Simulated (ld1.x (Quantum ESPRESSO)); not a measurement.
**Ranking ultrasoft potentials for H (Z = 1)**

All share these settings but for the change named:

```json
{
 "Element": "hydrogen (H)",
 "Generator": "ld1.x (Quantum ESPRESSO) 7.5",
 "Type": "ultrasoft",
 "Functional": "LDA (PZ)",
 "Relativity": "scalar-relativistic",
 "Frozen core": "none",
 "Valence charge": "1",
 "Reference configuration": "1s1",
 "Partial waves": "1s (bound): rcut 1.20, rcutus 1.30 bohr; 1s channel at 0.2 Ry: rcut 1.20, rcutus 1.30 bohr; 2p channel at 0.05 Ry: rcut 1.20, rcutus 1.35 bohr",
 "Local potential": "all-electron potential smoothed inside 1.00 bohr (lloc = -1)",
 "Core correction": "none",
 "Augmentation charge": "built from norm-conserving waves at rcut, not smoothed further"
}
```

Cutoff: the first of the cutoffs (Ry, on a coarse ladder) from which the occupation-weighted sum of valence levels, in a spherical-Bessel basis at the reference potential, stays within 10 and 1 mRy of its value at 400 Ry; the density cutoff is not measured.

The base gives 12 Ry.

Of 7 variants that were run, those that failed, showed a ghost or another fault, or gave nearly equal values are left out.

A variant can come out equal or close to the base.

Rank these variants from softest to hardest (loose cutoff).
A. all radii scaled by about 0.88 (s 1.14, p 1.18 bohr, rcut 1.06/1.06); local potential all-electron potential smoothed inside 0.88 bohr (lloc = -1)
B. all radii scaled by about 1.04 (s 1.36, p 1.40 bohr, rcut 1.26/1.26); local potential all-electron potential smoothed inside 1.04 bohr (lloc = -1)
C. all radii scaled by about 0.95 (s 1.24, p 1.28 bohr, rcut 1.14/1.14); local potential all-electron potential smoothed inside 0.94 bohr (lloc = -1)
D. all radii scaled by about 1.35 (s 1.76, p 1.82 bohr, rcut 1.62/1.62); local potential all-electron potential smoothed inside 1.34 bohr (lloc = -1)
E. all radii scaled by about 1.27 (s 1.64, p 1.72 bohr, rcut 1.52/1.52); local potential all-electron potential smoothed inside 1.26 bohr (lloc = -1)

D (8 Ry), E (10 Ry), B (12 Ry), C (15 Ry), A (18 Ry).
